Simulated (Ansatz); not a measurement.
One change: `FBBCl` becomes `FBBF`.

Ansatz, PBE0-D4/def2-TZVP geometries, multiplicity 1. Each molecule was computed in one conformer, which needn't be the lowest.

```
                                           property  `FBBCl`
                HOMO–LUMO gap (PBE/def2-TZVPP) / eV     3.61
              LUMO energy (ωB97M-V/def2-TZVPP) / eV    -0.01
                 LUMO energy (PBE0/def2-TZVPP) / eV    -2.04
               HOMO–LUMO gap (PBE0/def2-TZVPP) / eV     5.98
vertical ionisation energy (CCSD(T)/CBS(def2)) / eV    10.85
                  HOMO energy (PBE/def2-TZVPP) / eV    -6.62
```

What does the change do to each property? (Estimate.)

The calculation gave: 
| property | `FBBF` | shift |
| --- | --- | --- |
| HOMO–LUMO gap (PBE/def2-TZVPP) / eV | 4.09 | 0.48 |
| LUMO energy (ωB97M-V/def2-TZVPP) / eV | 0.44 | 0.45 |
| LUMO energy (PBE0/def2-TZVPP) / eV | -1.54 | 0.50 |
| HOMO–LUMO gap (PBE0/def2-TZVPP) / eV | 6.61 | 0.63 |
| vertical ionisation energy (CCSD(T)/CBS(def2)) / eV | 11.21 | 0.36 |
| HOMO energy (PBE/def2-TZVPP) / eV | -6.65 | -0.03 |

With PBE0 the HOMO falls by 0.13 eV and the LUMO rises by 0.50 eV, so the gap widens by about 0.63 eV. PBE moves the HOMO by -0.03 eV and ωB97M-V by -0.17 eV.
